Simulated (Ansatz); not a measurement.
Frontier orbitals of Cl$_{3}$GaH$_{2}$S (`[SH2+][Ga-]([Cl])([Cl])[Cl]`).

Charge 0, multiplicity 1. Correlated methods include outer-core shells of Ga, which these sets cover unevenly. Scalar relativity is left out up to krypton. All single points use the PBE0-D4/def2-TZVP geometry. It is one conformer, not always the lowest. Basis def2-TZVPP, the Gaussian-basis code of Ansatz.

| functional | HOMO (eV) | LUMO (eV) |
| --- | --- | --- |
| LC-ωPBE | -11.66 | 1.24 |

(1) Give HOMO and LUMO (eV) with LDA (SPW92), PBE, revPBE, BLYP, r2SCAN, B97M-V, PBE0, B3LYP, r2SCANh, r2SCAN0, HSE06 (plane-wave form), BHLYP, CAM-B3LYP, ωB97X-V, ωB97M-V, HF. (Estimate.)

Results:

(1) Computed: 
| functional | HOMO | LUMO |
| --- | --- | --- |
| LDA (SPW92) | -7.52 | -2.32 |
| PBE | -7.37 | -2.08 |
| revPBE | -7.32 | -2.02 |
| BLYP | -7.19 | -1.98 |
| r2SCAN | -7.76 | -1.83 |
| B97M-V | -7.82 | -1.89 |
| PBE0 | -8.81 | -1.08 |
| B3LYP | -8.51 | -1.35 |
| r2SCANh | -8.28 | -1.46 |
| r2SCAN0 | -9.06 | -0.92 |
| HSE06 (plane-wave form) | -8.40 | -1.47 |
| BHLYP | -10.07 | -0.05 |
| CAM-B3LYP | -10.18 | -0.01 |
| ωB97X-V | -11.26 | 1.15 |
| ωB97M-V | -11.09 | 0.96 |
| HF | -12.14 | 2.38 |

B3LYP here is the variant with VWN-RPA as its local correlation; programs differ in this. LC-ωPBE has ω = 0.4 bohr⁻¹. Positive LUMOs are unbound and depend on the basis.
